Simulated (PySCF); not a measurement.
**Spin states of RbPb**

Unrestricted PBE0; basis Rb def2-SVPD with ECP28, Pb def2-SVPD with ECP60; scalar-relativistic core potentials; PySCF 2.14. Outer shells of the fragments: Rb 5s1; Pb 5d10 6s2 6p2.

Followed along the bond (rough minima from three points):

| 2Ms+1 | unpaired | ⟨S²⟩ at the start | R at minimum (Å) | Te (eV) |
| --- | --- | --- | --- | --- |
| 4 | σ ↑, π ↑↑ | 3.75 | 3.50 | 0.00 |
| 2 | σ ↓, π ↑↑ | 1.76 | 3.56 | 0.45 |
| 2 | σ ↑, π ↑↓ | 1.76 | 3.53 | 0.49 |
| 2 | π ↑ | 0.78 | 3.74 | 0.52 |
| 2 | σ ↑ | 0.75 | 3.53 | 1.16 |

Solutions found at the starting distance of 3.455 Å, counted from the lowest of them; the search is not exhaustive and high or unbound solutions are not listed, so other states can lie among these:

| 2Ms+1 | unpaired | term | E (eV) | ⟨S²⟩ | ⟨Lz²⟩ | μ (D) |
| --- | --- | --- | --- | --- | --- | --- |
| 4 | σ ↑, π ↑↑ | ⁴Σ⁻ | 0.00 | 3.75 | 0.00 | -9.59 |
| 2 | σ ↓, π ↑↑ | mixed | 0.46 | 1.76 | 0.00 | -8.49 |
| 2 | σ ↑, π ↑↓ | mixed | 0.49 | 1.76 | 2.01 | -9.16 |
| 2 | π ↑ | ²Π | 0.59 | 0.78 | 1.00 | -6.31 |
| 2 | σ ↑ | mixed | 1.16 | 0.75 | 2.00 | -9.17 |
| 4 | σ ↑↑, π ↑ | ⁴Π | 1.55 | 3.75 | 1.00 | 2.73 |
| 2 | π ↑ | ²Π | 1.64 | 0.75 | 1.02 | -11.04 |
| 4 | σ ↑, π ↑↑ | mixed | 2.70 | 3.75 | 2.00 | 3.83 |
| 4 | π ↑↑↑ | ⁴Π | 2.99 | 3.75 | 1.00 | 3.96 |
| 4 | π ↑↑, δ ↑ | ⁴Δ | 3.75 | 3.75 | 4.00 | 0.41 |

A term symbol is given only where ⟨S²⟩ and ⟨Lz²⟩ are close to those of a pure state; real π, δ and φ orbitals otherwise mix terms. A positive dipole means Rb(−)Pb(+).

These are scalar-relativistic numbers at best; spin–orbit coupling would shift them, the dissociation energy most. Counting both spins, an empty level lies below a filled one in some of these solutions, because spin and occupation are held.
